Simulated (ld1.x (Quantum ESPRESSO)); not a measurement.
**Pseudopotential generation for zirconium (Zr): PAW, PBE, scalar-relativistic.**

Input for ld1.x (Quantum ESPRESSO) 7.5:

```
&input
   title='Zr', zed=40., rel=1, dft='PBE', iswitch=3,
   config='[Kr] 4d2 4f-2 5s2 5p0',
   nld=4, rlderiv=3.10, eminld=-6.0, emaxld=5.0, deld=0.02
 /
 &inputp
   pseudotype=3, lpaw=.true., tm=.true., lloc=-1, rcloc=1.50,
   nlcc=.true., new_core_ps=.true., rcore=1.05,
   which_augfun='PSQ', rmatch_augfun_nc=.true.,
   file_pseudopw='Zr.UPF', file_wfcaegen='ae.wfc', file_wfcncgen='nc.wfc', file_beta='beta', file_chi='chi', file_wfcusgen='us.wfc'
 /
8
4S  1  0   2.00   0.00  1.55  1.85  0.0
5S  2  0   2.00   0.00  1.55  1.85  0.0
4P  2  1   6.00   0.00  2.15  2.60  0.0
5P  3  1   0.00   0.00  2.15  2.60  0.0
4D  3  2   2.00   0.00  2.40  2.85  0.0
4D  3  2   0.00   3.00  2.40  2.85  0.0
4F  4  3  -2.00   0.05  1.85  2.25  0.0
4F  4  3  -2.00   2.65  1.85  2.25  0.0
 &test
   configts(1)='4s2 4p6 4d2 5s2 5p0'
 /
```

Command:

```bash
ld1.x < Zr.in > Zr.out
```

Output (shortened: banner, matrices, multipoles, cross overlaps and the repeated all-electron block are left out):

```
Program LD1 v.7.5
     --------------------------- All-electron run ----------------------------

     Zr
     scalar relativistic calculation

     atomic number is 40.00
     dft =PBE   lsd =0 sic =0 latt =0  beta=0.20 tr2=1.0E-14
     Exchange-correlation= PBE
                           (   1   4   3   4   0   0   0)
     mesh =1225 r(mesh) = 100.59681 a.u. xmin = -7.00 dx = 0.01250
     1 Ry =  13.60569312 eV, c = 137.03599908

     n l     nl                  e(Ry)          e(Ha)          e(eV)
     1 0     1S 1( 2.00)     -1310.1237      -655.0619    -17825.1411
     2 0     2S 1( 2.00)      -181.5303       -90.7651     -2469.8452
     2 1     2P 1( 6.00)      -161.8775       -80.9388     -2202.4559
     3 0     3S 1( 2.00)       -29.7501       -14.8750      -404.7707
     3 1     3P 1( 6.00)       -23.3474       -11.6737      -317.6579
     4 0     4S 1( 2.00)        -4.0060        -2.0030       -54.5045
     4 1     4P 1( 6.00)        -2.3859        -1.1929       -32.4614
     3 2     3D 1(10.00)       -12.8408        -6.4204      -174.7080
     4 2     4D 1( 2.00)        -0.2645        -0.1323        -3.5989
     5 0     5S 1( 2.00)        -0.3263        -0.1631        -4.4392
     5 1     5P 1( 0.00)        -0.1080        -0.0540        -1.4693

     final scf error:  3.8E-15 reached in  25 iterations

     Etot =   -7197.066779 Ry,   -3598.533389 Ha,  -97921.081979 eV

     Ekin =    7400.180090 Ry,    3700.090045 Ha,  100684.579354 eV
     Encl =  -17329.433663 Ry,   -8664.716831 Ha, -235778.956414 eV
     Eh   =    2959.970718 Ry,    1479.985359 Ha,   40272.453242 eV
     Exc  =    -227.783923 Ry,    -113.891962 Ha,   -3099.158161 eV

     normalization and overlap integrals

     s(1S/1S) =  1.000000  <r> =   0.0371  <r2> =    0.0019  r(max) =   0.0241
     s(2S/2S) =  1.000000  <r> =   0.1626  <r2> =    0.0312  r(max) =   0.1368
     s(2P/2P) =  1.000000  <r> =   0.1417  <r2> =    0.0245  r(max) =   0.1093
     s(3S/3S) =  1.000000  <r> =   0.4585  <r2> =    0.2410  r(max) =   0.4060
     s(3P/3P) =  1.000000  <r> =   0.4621  <r2> =    0.2489  r(max) =   0.4010
     s(4S/4S) =  1.000000  <r> =   1.2129  <r2> =    1.6687  r(max) =   1.0764
     s(4P/4P) =  1.000000  <r> =   1.3687  <r2> =    2.1516  r(max) =   1.1748
     s(3D/3D) =  1.000000  <r> =   0.4525  <r2> =    0.2477  r(max) =   0.3495
     s(4D/4D) =  1.000000  <r> =   2.2977  <r2> =    6.6283  r(max) =   1.5859
     s(5S/5S) =  1.000000  <r> =   3.7281  <r2> =   15.8828  r(max) =   3.1538
     s(5P/5P) =  1.000000  <r> =   5.1644  <r2> =   31.0604  r(max) =   4.1521

     ------------------------ End of All-electron run ------------------------

     --------------------- Generating PAW atomic setup --------------------

      Generating local potential from pseudized AE potential:
      Matching radius rcloc =   1.5000

      Local pseudo, rcloc= 1.509 Estimated cut-off energy=    10.90 Ry

      Computing core charge for nlcc:

       r > 1.06 : true rho core
      Core charge pseudized with two Bessel functions
      Integrated core pseudo-charge :   5.61
      Wfc-us  4S rcutus= 1.842  Estimated cut-off energy=    15.89 Ry
      Wfc-us  5S rcutus= 1.842  Estimated cut-off energy=    31.60 Ry
      Wfc-us  4P rcutus= 2.615  Estimated cut-off energy=    12.83 Ry
      Wfc-us  5P rcutus= 2.615  Estimated cut-off energy=    24.17 Ry
      Wfc-us  4D rcutus= 2.818  Estimated cut-off energy=    14.58 Ry
      Wfc-us  4D rcutus= 2.818  Estimated cut-off energy=    14.86 Ry
      Wfc-us  4F rcutus= 2.250  Estimated cut-off energy=    27.89 Ry
      Wfc-us  4F rcutus= 2.250  Estimated cut-off energy=    32.26 Ry

     Required augmentation: PSQ   radius:    2.850000

     Q pseudized with Bessel functions
     Expected ecutrho=     181.0362 due to l1=  0   l2=  3

     Estimated PAW energy = -306.677748 Ryd

     ------------------- End of pseudopotential generation -------------------

     Computing logarithmic derivative in   3.09532
     Computing logarithmic derivative in   3.09532
     Computing the partial wave expansion
     R is outside the sphere for l=    0 j= 0.00
     R is outside the sphere for l=    0 j= 0.00
     R is outside the sphere for l=    1 j= 0.00
     R is outside the sphere for l=    1 j= 0.00
     R is outside the sphere for l=    2 j= 0.00
     R is outside the sphere for l=    2 j= 0.00
     R is outside the sphere for l=    3 j= 0.00
     R is outside the sphere for l=    3 j= 0.00

     ---------------------- Testing the pseudopotential ----------------------

     Zr
     scalar relativistic calculation

     atomic number is 40.00   valence charge is 12.00
     dft = SLA  PW   PBX  PBC   lsd =0 sic =0 latt =0  beta=0.20 tr2=1.0E-14
     mesh =1225 r(mesh) = 100.59681 xmin = -7.00 dx = 0.01250

     n l     nl             e AE (Ry)        e PS (Ry)    De AE-PS (Ry)
     1 0     4S   1( 2.00)       -4.00601       -4.00614        0.00013
     2 1     4P   1( 6.00)       -2.38587       -2.38595        0.00008
     3 2     4D   1( 2.00)       -0.26451       -0.26455        0.00003
     2 0     5S   1( 2.00)       -0.32628       -0.32626       -0.00001
     3 1     5P   1( 0.00)       -0.10799       -0.10801        0.00002

     eps = 5.9E-15  iter = 17

     Etot =   -7197.066779 Ry,   -3598.533389 Ha,  -97921.081979 eV
     Etotps =  -306.677739 Ry,    -153.338869 Ha,   -4172.563204 eV

     Ekin =     136.663618 Ry,      68.331809 Ha,    1859.403253 eV
     Encl =    -289.425032 Ry,    -144.712516 Ha,   -3937.828165 eV
     Ehrt =      73.866892 Ry,      36.933446 Ha,    1005.010270 eV
     Ecxc =    -227.783218 Ry,    -113.891609 Ha,   -3099.148562 eV
     (Ecc =     -11.868502 Ry,      -5.934251 Ha,    -161.479202 eV)

     ---------------------- End of pseudopotential test ----------------------
```

The ghost test of this file was not conclusive. Its overlap operator is not positive definite in a basis up to 400 Ry (lowest eigenvalue s -0.44, p -0.58), so the file is unfit for use: the generalised eigenproblem breaks down once the basis is large enough, and its test numbers describe a broken file.

Generation and configuration tests took about 1.9 s on one core of a shared server CPU.

Transferability test of the new file with ld1.x, input:

```
&input
   title='Zr', zed=40., rel=1, dft='PBE', iswitch=2,
   config='[Kr] 4d2 4f-2 5s2 5p0'
 /
 &test
   file_pseudo='Zr.UPF', nconf=8,
   configts(1)='4s2 4p6 4d2 5s2 5p0',
   configts(2)='4s2 4p6 4d2 5s1 5p0',
   configts(3)='4s2 4p6 4d2 5s0 5p0',
   configts(4)='4s2 4p6 4d1 5s0 5p0',
   configts(5)='4s2 4p6 4d2 5s1.5 5p0',
   configts(6)='4s2 4p6 4d3 5s1 5p0',
   configts(7)='4s2 4p6 4d1 5s2 5p0',
   configts(8)='4s2 4p6 4d2 5s1 5p1'
 /
```

```bash
ld1.x < Zr.test.in > Zr.test.out
```

Pseudopotential blocks of its output, shortened (energy terms left out; the distinct warnings before each block abridged to one line each):

```
     ---------------------- Testing the pseudopotential ----------------------

     n l     nl             e AE (Ry)        e PS (Ry)    De AE-PS (Ry)
     1 0     4S   1( 2.00)       -4.00601       -4.00614        0.00013
     2 1     4P   1( 6.00)       -2.38587       -2.38595        0.00008
     3 2     4D   1( 2.00)       -0.26451       -0.26455        0.00003
     2 0     5S   1( 2.00)       -0.32628       -0.32626       -0.00001
     3 1     5P   1( 0.00)       -0.10799       -0.10801        0.00002

     eps = 5.6E-15  iter = 17

     Etot =   -7197.066779 Ry,   -3598.533389 Ha,  -97921.081979 eV
     Etotps =  -306.677739 Ry,    -153.338869 Ha,   -4172.563204 eV

     ---------------------- End of pseudopotential test ----------------------

          Warning: n=2, l=1 expected 0 nodes, found 1
     ---------------------- Testing the pseudopotential ----------------------

     n l     nl             e AE (Ry)        e PS (Ry)    De AE-PS (Ry)
     1 0     4S   1( 2.00)       -4.49658       -4.50599        0.00941  !
     2 1     4P   1( 6.00)       -2.87681       -2.88414        0.00733  !
     3 2     4D   1( 2.00)       -0.73368       -0.73664        0.00296
     2 0     5S   1( 1.00)       -0.73090       -0.73088       -0.00002
     3 1     5P   1( 0.00)       -0.46021       -0.46107        0.00086

     eps = 8.0E-15  iter = 23

     Etot =   -7196.542213 Ry,   -3598.271106 Ha,  -97913.944892 eV
     Etotps =  -306.153205 Ry,    -153.076602 Ha,   -4165.426551 eV
     dEtot_ae =       0.524566 Ry
     dEtot_ps =       0.524534 Ry,   Delta E=       0.000032 Ry

     ---------------------- End of pseudopotential test ----------------------

          ---------------------- Testing the pseudopotential ----------------------

     n l     nl             e AE (Ry)        e PS (Ry)    De AE-PS (Ry)
     1 0     4S   1( 2.00)       -5.07046       -5.06589       -0.00457
     2 1     4P   1( 6.00)       -3.44852       -3.44482       -0.00371
     3 2     4D   1( 2.00)       -1.27152       -1.26977       -0.00175
     2 0     5S   1( 0.00)       -1.17881       -1.17849       -0.00032
     3 1     5P   1( 0.00)       -0.85757       -0.85956        0.00199

     eps = 8.8E-15  iter = 24

     Etot =   -7195.591120 Ry,   -3597.795560 Ha,  -97901.004620 eV
     Etotps =  -305.201959 Ry,    -152.600979 Ha,   -4152.484189 eV
     dEtot_ae =       1.475659 Ry
     dEtot_ps =       1.475780 Ry,   Delta E=      -0.000122 Ry

     ---------------------- End of pseudopotential test ----------------------
```

The test run then stopped with an error in new_paw_hamiltonian: “negative rho”.
